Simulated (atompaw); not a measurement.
# beryllium: PAW (atompaw) pseudisation with PBE, scalar-relativistic reference atom.

Input for atompaw 4.2.0.5:

```
Be 4
GGA-PBE scalarrelativistic loggrid 1500 logderivrange -2 5 176
2 2 0 0 0 0
2 1 0
0 0 0
c
v
v
2
3.00 2.25 2.40 1.90
y
3.35
n
y
2.15
n
y
0.25
n
modrrkj vanderbiltortho sinc
bessel
3.00
2.40
3.00
3.00
3.00
PWSCFOUT
UPFDX 0.0125d0 UPFXMIN -7.d0 UPFZMESH 4.d0
END
```

Command:

```bash
atompaw < Be.input > Be.log
```

Resulting log (summary file):

```
Completed calculations for Be (AE)

 Exchange-correlation type: GGA, Perdew-Burke-Ernzerhof

 Radial integration grid is logarithmic
 r0 =   1.7861479E-03 h =   7.1445917E-03   n =      1500 rmax =   8.0000000E+01

 Scalar relativistic calculation

 AEatom converged in  21 iterations
   nz     =   4.00
   delta  =       1.317533705454E-18

 All Electron Orbital energies:
  n  l      occupancy      energy
  1  0      2.0000000E+00 -7.8065188E+00
  2  0      2.0000000E+00 -4.1230618E-01
  2  1      0.0000000E+00 -1.4834216E-01

 Total energy
   Total                    :      -29.26574374827557

 ---
 Completed calculations for Be (SC)

 Exchange-correlation type: GGA, Perdew-Burke-Ernzerhof

 Radial integration grid is logarithmic
 r0 =   1.7861479E-03 h =   7.1445917E-03   n =      1500 rmax =   8.0000000E+01

 Scalar relativistic calculation

 SCatom converged in   1 iterations
   nz     =   4.00
   delta  =       1.316815878857E-20

 Valence Electron Orbital energies:
  n  l      occupancy      energy
   2  0      2.0000000E+00 -4.1230618E-01
   2  1      0.0000000E+00 -1.4834216E-01

 Total energy
   Total                    :      -29.26574374827210
   Valence                  :       -6.54376980011488

 PAW parameters:
       lmax =            2
         rc =    3.0104459872666647
        irc =         1041
   rc_shape =    2.2616808543868818
    rc_vloc =    2.4120060448830491
    rc_core =    1.9050158824151420
   Vloc: truncated form - Vps(r)=A.sin(qr)/r for r<rc
   Projector type: modified RKKJ projectors + Vanderbilt ortho.
   Sinc^2 compensation charge shape zeroed at   2.2617E+00

 Number of basis functions     5
 No.   n  nodes  l      Energy         Cp coeff         Occ
  1    2    1    0   -0.4123062E+00 -0.3724060E+02  0.2000000E+01
  2  999    2    0    0.3350000E+01 -0.1113290E+01  0.0000000E+00
  3    2    0    1   -0.1483422E+00  0.1026891E+02  0.0000000E+00
  4  999    1    1    0.2150000E+01  0.1175731E+01  0.0000000E+00
  5  999    0    2    0.2500000E+00  0.3644481E+02  0.0000000E+00

 Eigenvalues of overlap operator (in the basis of projectors):
    1        1.89554693E-01
    2        1.82429067E+00
    3        2.41195067E+00
    4        2.60618615E+00
    5        3.77441362E+00

 Orbital leakage outside PAW augmentation regions
   orb  is_core?  %out_of_sphere
   1 0    T           0.00
   2 0    F          30.47
   2 1    F          47.08

 Summary of PAW energies
   Total valence energy     :     -6.54377038405946
   Smooth energy            :      1.15216222495820
   One center               :     -7.69593260901766
   Smooth kinetic           :      0.68602972445647
   Vloc energy              :      0.42681973430007
   Smooth exch-corr         :     -0.90289177744496
   One-center xc            :     -4.53660356495855
```

The run took about 0.77 s on one core of a shared server CPU.
